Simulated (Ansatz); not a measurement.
**One elementary step**

Start structure (SiAsH$_{7}$O$_{2}$, singlet), relaxed at PBE0-D4/def2-TZVP:

Si1  (0.531, -0.885, -1.416)
O2  (0.737, -1.472, 0.109)
H3  (1.360, -1.624, -2.397)
H4  (-0.921, -1.057, -1.656)
O5  (1.000, 0.677, -1.574)
H6  (-0.144, 0.906, 2.552)
As7  (-0.963, 1.307, 1.340)
H8  (1.637, -1.557, 0.429)
H9  (0.528, 1.304, -1.015)
H10  (-1.921, 0.143, 1.492)
H11  (-1.842, 2.257, 2.136)
(Å)

The step: SiH₄O₂ ([OH][SiH2][OH]) + AsH₃ → SiAsH₅O ([OH][SiH2][AsH2]) + H₂O; bonds formed: Si1–As7, O2–H6; bonds broken: Si1–O2, H6–As7. Ansatz 0.2.0; basis: def2-TZVPP and def2-QZVPP; cores frozen in the correlated methods. Filled d shells of the heavier atoms are correlated. The def2 sets are not built for correlating such inner shells, so the correlated values are less sure here. Extrapolation: Hartree–Fock as exp(−7.88 √X), correlation as X^−2.97. Energies below are by CCSD(T) at an estimated basis limit (MP2 extrapolated from triple and quadruple zeta, plus CCSD(T) − MP2 in triple zeta).

(1) What are the electronic barrier and the energy of the step, from the start structure to the end structure? (Judge from chemistry; the value comes from the calculation.)

The T1 diagnostic stays at or below 0.013.

## Answers

(1) By the calculation: Barrier 50.02 kcal/mol; step energy 20.65 kcal/mol (uphill); reverse barrier, their difference, 29.36 kcal/mol. Barrier and step energy count from the start structure, the reverse barrier from the end structure.

The saddle point: One imaginary mode of 377i cm⁻¹.
```
   pair  start (Å)  saddle (Å)  end (Å)
Si1–As7       3.83        2.83     2.36
  O2–H6       3.52        1.04     0.96
 Si1–O2       1.65        1.83     3.14
 H6–As7       1.52        2.16     4.23
```

Zero-point energy (harmonic, PBE0-D4): ZPE is 43.42 kcal/mol at the start and 43.73 kcal/mol at the saddle, so the barrier goes from 50.02 to 50.33 kcal/mol.

Labels in which every atom is bracketed show which atoms are joined, not bond orders.

For scale, one of the runs: CCSD(T)/def2-TZVPP, 250 basis functions, launched by `ansatz run in.yaml --threads 8 --pin off --events-out ev --progress --plain --max-ram 19148MiB`. Hardware: 8 CPU threads of an Arm Neoverse V1, shared host. Wall time 2.2 min; peak host memory 5.4 GiB.
